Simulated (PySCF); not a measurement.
Species: C3H9F3OSi2, charge 0, multiplicity 1. SMILES: C[Si](C)(C)O[Si](F)(F)F
Coordinates optimised at B3LYP-D3(BJ)/def2-TZVP (Ansatz):
```xyz
18

C     -2.4804     0.4087     0.7148
Si    -1.3374     0.3310    -0.7570
C     -1.5290     1.8186    -1.8609
C     -1.5499    -1.2638    -1.7006
O      0.2323     0.3739    -0.1824
Si     1.3792    -0.2488     0.7133
F      1.7481    -1.7166     0.2593
F      0.9600    -0.3268     2.2348
F      2.6896     0.6221     0.6233
H     -2.3223    -0.4406     1.3831
H     -3.5258     0.3936     0.3974
H     -2.3181     1.3221     1.2908
H     -2.5365     1.8644    -2.2812
H     -0.8203     1.7845    -2.6908
H     -1.3543     2.7429    -1.3065
H     -0.8462    -1.3248    -2.5332
H     -1.3814    -2.1293    -1.0560
H     -2.5603    -1.3432    -2.1088
```
Charge 0, spin multiplicity 1.

Dispersion corrections to the total energy (kcal/mol) from the dftd3 and dftd4 libraries through PySCF: D3(BJ) without and D4 with the three-body term, each with the damping fitted for the functional named.

| functional | D3(BJ) | D4 |
|---|---|---|
| B2GP-PLYP | -7.43 | -4.88 |
| TPSSh | -12.36 | -13.60 |
| PW6B95 | -5.91 | [?] |
| B3LYP | [?] | -17.58 |
| r2SCAN | -3.23 | -3.02 |
| TPSS | [?] | -14.84 |
| revPBE | -24.42 | -31.15 |

Some entries are withheld; supply them.


- PW6B95, D4: -9.12
- B3LYP, D3(BJ): -17.99
- TPSS, D3(BJ): -13.20
